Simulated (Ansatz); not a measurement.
```yaml
crystal:
  periodic: [false, false, false]
  atoms:
    - {symbol: I, position_ang: [-2.235894, -0.323934, -1.087638]}
    - {symbol: C, position_ang: [-0.137727, 0.109857, -0.593227]}
    - {symbol: C, position_ang: [0.260696, 0.501091, 0.795955]}
    - {symbol: C, position_ang: [0.624724, -0.635029, 0.349462]}
    - {symbol: H, position_ang: [0.276551, 0.654676, -1.505679]}
    - {symbol: H, position_ang: [0.197300, 1.247713, 1.597319]}
    - {symbol: H, position_ang: [1.074017, -1.580481, 0.530564]}
basis:
  gaussian: {orbitals: "6-311G**"}
hamiltonian: {xc: {name: PBE-QIDH}}
accuracy: high
scf: {lower_state_search: light}
output: {forces: true}
```

```sh
$ ansatz run in.yaml --threads 2 --pin off --events-out ev --progress --plain --max-ram 4352MiB
```

Task: How does Ansatz answer? (An estimate is asked.)

Result: The calculation gave: The program refused the input.
```
Error: <dir> can't be read: No such file or directory (os error 2)
```
